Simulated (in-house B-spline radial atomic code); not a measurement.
Successive ionisation energies of thallium; each step leads to the configuration of the next row (after the last: [Ar] 3d3/2(3)). Dirac energy differences include first-order Breit, QED and recoil terms. NIST's values go from ground level to ground level; the uncertainty of those that are theory runs from under 0.1 % in few-electron ions to several per cent in heavy many-electron ones. Computed with a radial B-spline atomic code at the basis-set limit: Dirac-Hartree-Fock, jj configuration that fills j = l - 1/2 first, finite nuclei.

A number in brackets counts the electrons of a j subshell.

```
  ion           configuration  ionisation energy (eV)  tabulated value (eV)  computed minus tabulated (eV)  highest orbital  largest mean radius (bohr)
Tl54+  [Ar] 3d3/2(4) 3d5/2(5)                  5377.4                  5371                              6            3d5/2                      0.1771
Tl55+  [Ar] 3d3/2(4) 3d5/2(4)                  5522.9                  5518                              5            3d5/2                      0.1762
Tl56+  [Ar] 3d3/2(4) 3d5/2(3)                  5670.0                  5674                             -4            3d5/2                     0.17531
Tl57+  [Ar] 3d3/2(4) 3d5/2(2)                  5818.7                  5824                             -5            3d5/2                     0.17442
Tl58+  [Ar] 3d3/2(4) 3d5/2(1)                  5968.8                  5969                              0            3d5/2                     0.17354
Tl59+           [Ar] 3d3/2(4)                  6239.8                  6241                             -1            3d3/2                     0.17267
```
